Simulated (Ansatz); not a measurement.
[Co(PH3)Cl5]2- (CoPH₃Cl₅²⁻), relaxed as a triplet with UKS PBE0-D4/def2-SVPD in Ansatz, starting from the PBE0-D4/def2-SVPD geometry of the charge -2 singlet. Force threshold 0.02 eV/Å.

A multiply charged anion in the gas phase is held together partly by the finite basis. The charge -2 triplet is spin-contaminated (final ⟨S²⟩ up to 2.33, 2.00 for a pure state). The highest occupied level of the charge -2 triplet lies above zero (up to 0.33 eV). The electron is either unbound and held by the finite basis, or the level is raised by self-interaction error. At PBE-D4/def2-TZVPD a singlet of charge -2 lies 0.43 eV below the triplet, each at its own geometry.

Start:

```
atom   x (Å)   y (Å)   z (Å)
 Co1   0.468   0.061  -0.799
  P2  -0.623  -0.063   1.094
  H3  -0.046  -0.831   2.139
  H4  -1.928  -0.609   1.067
  H5  -0.877   1.146   1.799
 Cl6   1.506   0.049  -2.842
 Cl7   2.363  -0.505   0.386
 Cl8  -1.616   0.660  -1.626
 Cl9   0.904   2.277  -0.370
Cl10  -0.150  -2.186  -0.847
```

Problem. Estimate the energy that the relaxation releases and the steps that it takes.

Solution. 30.2 kJ/mol, in 10 steps; 6 min on 4 threads of Arm Neoverse N1 on a shared host. No frequencies were taken in this run, so the end may be a saddle point.

Problem. Does the start keep its bonding and symmetry?

Solution. By distances, no bond broke or formed. The bond that changes most is Co1–Cl8, from 2.32 to 2.54 Å (atoms count from 1).

Problem. Predict the relaxed structure.

Solution. 
Cartesian coordinates in Å:
```
Co 0.6110 0.1003 -0.8577
P -0.6853 -0.1121 0.9687
H 0.0052 -0.7641 2.0241
H -1.9438 -0.7392 0.9991
H -0.9613 1.1512 1.5557
Cl 1.5008 0.0270 -2.9721
Cl 2.4958 -0.5603 0.5136
Cl -1.7847 0.7776 -1.3789
Cl 0.9857 2.4104 -0.2311
Cl -0.2235 -2.2909 -0.6214
```
Bond lengths: 5 × Cl–Co 2.30 to 2.54 Å; 1 × Co–P 2.25 Å; 3 × H–P 1.41 to 1.42 Å.
